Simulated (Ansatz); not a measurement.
Isolated molecules relaxed with PBE0-D4/def2-TZVP in Ansatz; ΔE leaves out vibrations. CCSD(T)/CBS is the MP2 limit (def2-TZVPP, def2-QZVPP) plus CCSD(T) − MP2 in def2-TZVPP, frozen cores. DFT in def2-TZVPP. B3LYP here is the variant with VWN-RPA as its local correlation; programs differ in this. For Ga outer-core shells are correlated without core-valence functions, which leaves a few kJ/mol of doubt a bond. Scalar relativity is left out up to krypton.

Reaction (isomerisation): `C=[C]([SiH3])[GaH2]` → `C[CH]1[SiH2][GaH]1`

`C=[C]([SiH3])[GaH2]`:

Cartesian coordinates in Å:
```
C -0.572 0.605 1.347
C -0.147 0.135 0.167
Si 1.315 -1.009 0.078
Ga -1.144 0.715 -1.420
H -1.426 1.278 1.436
H -0.092 0.346 2.292
H 2.390 -0.413 -0.762
H 0.926 -2.301 -0.552
H 1.857 -1.278 1.440
H -2.355 1.686 -1.164
H -0.753 0.235 -2.862
```

`C[CH]1[SiH2][GaH]1`:

Z-matrix (Å, degrees):
```
C
C 1 1.513
H 1 1.096 2 111.8
H 1 1.093 2 111.1 3 119.5
H 1 1.094 2 111.9 3 -120.8
Si 2 1.897 1 126.2 3 -71.4
Ga 2 2.010 1 134.9 3 -173.5
H 2 1.105 1 111.8 3 60.3
H 6 1.491 2 111.3 1 -32.1
H 6 1.491 2 121.6 1 99.2
H 7 1.555 2 141.0 1 -52.8
```

CCSD(T)/CBS gives +48.0 kJ/mol.

Problem. Another level gave +54.5 kJ/mol. Which?
A. r2SCAN/def2-TZVPP
B. PBE0-D4/def2-TZVPP
C. B3LYP-D4/def2-TZVPP
D. PBE/def2-TZVPP

Solution. C. B3LYP-D4 54.5, PBE0-D4 24.7, r2SCAN 32.5, PBE 19.8 kJ/mol.

Largest T1 diagnostic among the species: 0.013.

From PBE to PBE0 (25 % exact exchange), in def2-TZVPP and without D4, ΔE moves by +3.9 kJ/mol. In def2-TZVPP, CCSD(T) changes the Hartree–Fock value by −41.3 kJ/mol (the triples alone add −3.5 kJ/mol) and MP2 by −46.2 kJ/mol.

CCSD(T)/CBS has its own doubt, a few kJ/mol and more with outer-core shells, so smaller differences from it don't rank the levels.
